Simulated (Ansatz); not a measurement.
Ansatz (a program for electronic structure) input (B3LYP-D3(BJ)/def2-TZVP):

Ansatz 0.2 input:
```yaml
crystal:
  periodic: [false, false, false]
  atoms:
    - {symbol: C, position_ang: [2.37060604, -0.62291208, 0.01473753]}
    - {symbol: C, position_ang: [1.08486667, 0.05892326, 0.30921200]}
    - {symbol: N, position_ang: [0.07893678, 0.00880185, -0.65649925]}
    - {symbol: C, position_ang: [-1.14351200, 0.75214637, -0.43754426]}
    - {symbol: C, position_ang: [-2.08965709, -0.01967010, 0.48148559]}
    - {symbol: H, position_ang: [2.30235201, -1.71720683, 0.09748617]}
    - {symbol: H, position_ang: [2.70279507, -0.39549684, -0.99924780]}
    - {symbol: H, position_ang: [3.13686283, -0.29064935, 0.71310081]}
    - {symbol: H, position_ang: [0.74105068, 0.10342316, 1.32849189]}
    - {symbol: H, position_ang: [0.44230595, 0.06519506, -1.59848840]}
    - {symbol: H, position_ang: [-0.93828892, 1.73988903, 0.00275582]}
    - {symbol: H, position_ang: [-1.63047674, 0.90513831, -1.40377477]}
    - {symbol: H, position_ang: [-1.63531881, -0.16711181, 1.45686796]}
    - {symbol: H, position_ang: [-2.31099612, -0.99422352, 0.05431058]}
    - {symbol: H, position_ang: [-3.01823408, 0.53062392, 0.60865633]}
basis:
  gaussian:
    orbitals: def2-TZVP
hamiltonian:
  xc: b3lyp
  dispersion: d3bj
magnetization: {spin_polarized: true, initial_magnetization: 1}
relax: {f_tol: 0.002, max_steps: 150}
```

End of the output:

```
1315 factors; their error is unknown
0.31 GiB of the device are held for the grids
1.17 GiB of device memory are held for the factors and their scratch space
mean field: 1.26 GiB planned
mean field evaluation 96: about -5802.2797 eV, gradient 1.2e-5 eV
mean field -5802.27974047 eV, -213.2298475359 hartree, gradient 1.2e-5 eV, S^2 0.753688; 0 other end points of the search recorded, 0 dependent functions left out
the calculation of the forces begins
reference -5802.28005148 eV, -213.2298589654 hartree; 21, 20 occupied and 194, 195 virtual orbitals, 1315 factors
relax step  12: F+E_penalty+E_count = -5802.73780496 eV  Δ(F+E_penalty+E_count) = -9.868e-6 eV  max|allowed force component| = 2.513e-3 eV/Å  Δτ_max = 0.0095 Å  (34 SCF iters, accepted)
these checks for a lower state are left out or cut short: starts, cluster_reference, orbital_swaps, neighbouring_geometries, increment
integrals: 0.12 GiB planned
1315 factors; their error is unknown
0.31 GiB of the device are held for the grids
1.17 GiB of device memory are held for the factors and their scratch space
mean field: 1.26 GiB planned
mean field -5802.27974480 eV, -213.2298476951 hartree, gradient 1.2e-5 eV, S^2 0.753688; 0 other end points of the search recorded, 0 dependent functions left out
the calculation of the forces begins
reference -5802.28005582 eV, -213.2298591246 hartree; 21, 20 occupied and 194, 195 virtual orbitals, 1315 factors
relax step  13: F+E_penalty+E_count = -5802.73780584 eV  Δ(F+E_penalty+E_count) = -8.773e-7 eV  max|allowed force component| = 1.662e-3 eV/Å  Δτ_max = 0.0013 Å  (35 SCF iters, accepted)
integrals: 0.12 GiB planned
1315 factors; their error is unknown
0.31 GiB of the device are held for the grids
1.17 GiB of device memory are held for the factors and their scratch space
mean field: 1.26 GiB planned
mean field evaluation 128: about -5802.2797 eV, gradient 4.0e-5 eV
mean field -5802.27974480 eV, -213.2298476951 hartree, gradient 1.2e-5 eV, S^2 0.753688; 1 other end points of the search recorded, 0 dependent functions left out
the calculation of the forces begins
reference -5802.28005582 eV, -213.2298591246 hartree; 21, 20 occupied and 194, 195 virtual orbitals, 1315 factors
Total energy: -5802.73811685 eV, -213.2466925571 hartree
Atom 0 at     2.373444    -0.617848     0.014171 Å, force     0.000778    -0.000502     0.000035 eV/Å
Atom 1 at     1.056297     0.002043     0.319428 Å, force    -0.000211     0.000023     0.001027 eV/Å
Atom 2 at     0.094071     0.009083    -0.681063 Å, force    -0.000457    -0.000465     0.000465 eV/Å
Atom 3 at    -1.161698     0.720386    -0.476872 Å, force    -0.000445     0.001662    -0.000075 eV/Å
Atom 4 at    -2.069805     0.022596     0.528574 Å, force     0.001056    -0.001252     0.000034 eV/Å
Atom 5 at     2.307440    -1.705652    -0.148400 Å, force    -0.000234     0.000639     0.000032 eV/Å
Atom 6 at     2.817512    -0.191781    -0.893187 Å, force    -0.000440    -0.000146     0.000636 eV/Å
Atom 7 at     3.076401    -0.451618     0.830895 Å, force    -0.000073     0.000051    -0.000280 eV/Å
Atom 8 at     0.674574    -0.033124     1.331024 Å, force     0.000603    -0.000070    -0.001244 eV/Å
Atom 9 at     0.478325     0.133727    -1.606742 Å, force    -0.000356    -0.000001     0.000028 eV/Å
Atom 10 at    -0.978765     1.754465    -0.151307 Å, force     0.000378     0.000240    -0.000029 eV/Å
Atom 11 at    -1.666142     0.770073    -1.443433 Å, force    -0.000331    -0.000234    -0.000263 eV/Å
Atom 12 at    -1.617733    -0.011078     1.520447 Å, force    -0.000476    -0.000071    -0.000420 eV/Å
Atom 13 at    -2.273140    -1.001842     0.213147 Å, force    -0.000230     0.000066     0.000391 eV/Å
Atom 14 at    -3.017489     0.557439     0.614868 Å, force     0.000438     0.000062    -0.000337 eV/Å
Dipole moment:    -0.109700     0.058189    -0.156375 e Å
```

It need not be the lowest isomer of its formula.
